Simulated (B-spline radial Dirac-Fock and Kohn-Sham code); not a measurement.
**Photoionisation of technetium ions at Mg Kα (1253.6 eV)**

Method: independent-particle photoionisation in a Dirac-Hartree-Slater potential with a Latter tail, all multipoles, thresholds from Dirac-Fock ΔSCF. Computed with an atomic code on a B-spline grid. Cross sections in kb; a dash marks an empty subshell or a threshold above the photon energy.

```
 ion  configuration  total    3s  3d5/2    4s  4p3/2  4d5/2
  Tc   [Kr] 4d5 5s2  525.0  46.1    146  9.03   18.6   5.58
Tc³⁺       [Kr] 4d4  525.1  46.1    147  9.16   19.1   5.40
Tc⁶⁺       [Kr] 4d1  524.5  46.2    147  9.76   21.2   1.77
```
